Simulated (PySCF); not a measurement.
CH8N2OSi, SMILES C[Si](N)(N)O.

The structure is a stationary point at PBE0-D3(BJ)/def2-SVP. Other conformers were not sampled.

Calculation: PBE0-D3(BJ)/def2-SVP in PySCF 2.14.0.

Frequencies are harmonic and unscaled.

Computed vibrational spectrum:
```
mode  ν (cm⁻¹)  IR (km/mol)  moving atoms (share of kinetic energy)
----  --------  -----------  --------------------------------------
1          128          1.6                                  H 97 %
2          185          6.0                  H 46 %, N 29 %, C 16 %
3          212          5.1          H 40 %, N 25 %, O 19 %, C 15 %
4          228         14.4                                  H 82 %
5          271          2.2         H 44 %, N 21 %, Si 18 %, O 10 %
6          281          5.6         H 51 %, N 17 %, Si 15 %, O 13 %
7          314         31.8         H 50 %, O 17 %, Si 16 %, N 11 %
8          343         30.7                  H 62 %, N 17 %, Si 8 %
9          405        130.6                          H 80 %, N 14 %
10         415        163.3                  H 58 %, N 29 %, O 12 %
11         440        220.3                          H 76 %, N 21 %
12         667          7.6                  C 41 %, H 28 %, N 18 %
13         725          5.1                  H 75 %, N 12 %, C 10 %
14         757         16.9                  H 65 %, C 15 %, O 14 %
15         793         42.0  H 39 %, N 26 %, O 16 %, Si 10 %, C 9 %
16         809         20.6                          H 58 %, N 27 %
17         823         75.7                  H 69 %, N 14 %, O 11 %
18         887        116.9          H 39 %, Si 34 %, N 17 %, O 8 %
19         929        270.8                 Si 38 %, H 36 %, N 17 %
20         951        217.9         Si 46 %, H 24 %, N 15 %, O 13 %
21        1269         48.6                          H 76 %, C 24 %
22        1428          2.7                                  H 96 %
23        1431          4.4                                  H 96 %
24        1537         98.5                          H 88 %, N 11 %
25        1543         27.1                          H 89 %, N 11 %
26        3060          2.3                                  H 97 %
27        3159          5.7                           H 91 %, C 9 %
28        3171          5.1                           H 91 %, C 9 %
29        3613         24.6                                  H 96 %
30        3616         19.8                                  H 96 %
31        3713         24.2                           H 91 %, N 9 %
32        3718         26.0                           H 91 %, N 9 %
33        3925         63.1                                  H 94 %
```
